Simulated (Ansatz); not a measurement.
Task: Name a neutral molecule of B, C, O, Se and H with HOMO–LUMO gap (PBE0/def2-TZVPP) between 5.20 and 5.50 eV and zero-point energy (PBE0-D4/def2-TZVP) between 99 and 115 kJ/mol (Ansatz, PBE0-D4/def2-TZVP geometry).

Result: `BC(O)=[Se]` (5.36 eV, 110.5 kJ/mol). Other molecules can fit too; these were computed, each in one conformer that needn't be the lowest.
